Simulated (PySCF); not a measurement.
IPb (SMILES [I][Pb+]), charge +1, singlet, at a GFN2-xTB geometry (such geometries of metal compounds can be far from the true shape) (core potentials on I, Pb); REVPBE/def2-TZVP in PySCF.

PySCF was given this input:
```python
from pyscf import gto, scf, dft

mol = gto.Mole()
mol.atom = '''
    Pb   -0.00000000   -0.00000000   -1.03909116
    I     0.00000000    0.00000000    1.60765047
'''
mol.basis = 'def2-tzvp'
mol.ecp = {'I': 'def2-tzvp', 'Pb': 'def2-tzvp'}
mol.charge = 1
mol.verbose = 4
mol.build()

mf = dft.RKS(mol)
mf.xc = 'revpbe'
mf.grids.atom_grid = (99, 590)
mf.grids.prune = None
mf.kernel()
```

Problem. What does PySCF print? Leave out banner, timings and long lists.

Solution. 
```
PySCF version 2.14.0

[INPUT] verbose = 4
[INPUT] num. atoms = 2
[INPUT] num. electrons = 46
[INPUT] charge = 1
[INPUT] spin (= nelec alpha-beta = 2S) = 0
[INPUT] symmetry False subgroup None
[INPUT] Mole.unit = angstrom
[INPUT] Symbol           X                Y                Z      unit          X                Y                Z       unit  Magmom
[INPUT]  1 Pb     0.000000000000   0.000000000000  -1.039091160000 AA    0.000000000000   0.000000000000  -1.963597710857 Bohr   0.0
[INPUT]  2 I      0.000000000000   0.000000000000   1.607650470000 AA    0.000000000000   0.000000000000   3.038019092328 Bohr   0.0

nuclear repulsion = 109.964441828045
number of shells = 32
number of NR pGTOs = 186
number of NR cGTOs = 100
basis = def2-tzvp
ecp = {'I': 'def2-tzvp', 'Pb': 'def2-tzvp'}

******** <class 'pyscf.dft.rks.RKS'> ********
method = RKS
initial guess = minao
damping factor = 0
level_shift factor = 0
DIIS = <class 'pyscf.scf.diis.CDIIS'>
diis_start_cycle = 1
diis_space = 8
diis_damp = 0
SCF conv_tol = 1e-09
SCF conv_tol_grad = None
SCF max_cycles = 50
direct_scf = True
direct_scf_tol = 1e-13
XC library pyscf.dft.libxc version 7.1.2
    S. Lehtola, C. Steigemann, M. J. T. Oliveira, and M. A. L. Marques,  SoftwareX 7, 1–5 (2018)
XC functionals = revpbe
    Y. Zhang and W. Yang,  Phys. Rev. Lett. 80, 890 (1998)
    J. P. Perdew, K. Burke, and M. Ernzerhof,  Phys. Rev. Lett. 77, 3865 (1996)
    J. P. Perdew, K. Burke, and M. Ernzerhof,  Phys. Rev. Lett. 78, 1396 (1997)
radial grids:
    Treutler-Ahlrichs [JCP 102, 346 (1995); DOI:10.1063/1.469408] (M4) radial grids

becke partition: Becke, JCP 88, 2547 (1988); DOI:10.1063/1.454033
pruning grids: None
grids dens level: 3
symmetrized grids: False
atomic radii adjust function: <function treutler_atomic_radii_adjust>
User specified grid scheme (99, 590)
small_rho_cutoff = 0
Set gradient conv threshold to 3.16228e-05
Initial guess from minao.
tot grids = 116824
init E= -416.710750525352
  HOMO = -1.28698091280209  LUMO = -0.926057461295599  gap/eV = 9.82123
cycle= 1 E= -487.932861779627  delta_E= -71.2  |g|= 4.03  |ddm|= 21.7
  HOMO = -0.209163358035323  LUMO = -0.0961495329514728  gap/eV = 3.07526
cycle= 2 E= -483.666361100129  delta_E= 4.27  |g|= 5.31  |ddm|= 10.8
  HOMO = -0.453399915880317  LUMO = -0.250588078807884  gap/eV = 5.51879
cycle= 3 E= -489.66377675802  delta_E=   -6  |g|= 1.67  |ddm|= 6.85
  HOMO = -0.425317737920943  LUMO = -0.343164330238115  gap/eV = 2.23551
cycle= 4 E= -490.258387784325  delta_E= -0.595  |g|= 0.962  |ddm|=  3.7
  HOMO = -0.450057869689434  LUMO = -0.312423331335341  gap/eV = 3.74523
cycle= 5 E= -490.470708414905  delta_E= -0.212  |g|= 0.389  |ddm|= 1.43
  HOMO = -0.430657108820195  LUMO = -0.337560100451235  gap/eV = 2.53330
cycle= 6 E= -490.466135131606  delta_E= 0.00457  |g|= 0.347  |ddm|= 0.866
  HOMO = -0.45097376942333  LUMO = -0.329364523089286  gap/eV = 3.30916
cycle= 7 E= -490.508119153754  delta_E= -0.042  |g|= 0.0734  |ddm|= 0.563
  HOMO = -0.442026249965913  LUMO = -0.331520332771336  gap/eV = 3.00702
cycle= 8 E= -490.510713459368  delta_E= -0.00259  |g|= 0.0172  |ddm|= 0.156
  HOMO = -0.442645147255257  LUMO = -0.331017630605721  gap/eV = 3.03754
cycle= 9 E= -490.510833159943  delta_E= -0.00012  |g|= 0.00457  |ddm|= 0.0218
  HOMO = -0.442956825311191  LUMO = -0.330979159950154  gap/eV = 3.04707
cycle= 10 E= -490.510841705668  delta_E= -8.55e-06  |g|= 0.000676  |ddm|= 0.00609
  HOMO = -0.44300739192895  LUMO = -0.330952512348345  gap/eV = 3.04917
cycle= 11 E= -490.510841897911  delta_E= -1.92e-07  |g|= 5.29e-05  |ddm|= 0.00111
  HOMO = -0.443004868063636  LUMO = -0.330948275120883  gap/eV = 3.04922
cycle= 12 E= -490.510841898743  delta_E= -8.32e-10  |g|= 8.13e-06  |ddm|= 6.76e-05
  HOMO = -0.443005605833451  LUMO = -0.330949650826556  gap/eV = 3.04920
Extra cycle  E= -490.510841898697  delta_E= 4.55e-11  |g|= 1.52e-05  |ddm|= 2.45e-05
converged SCF energy = -490.510841898697
```
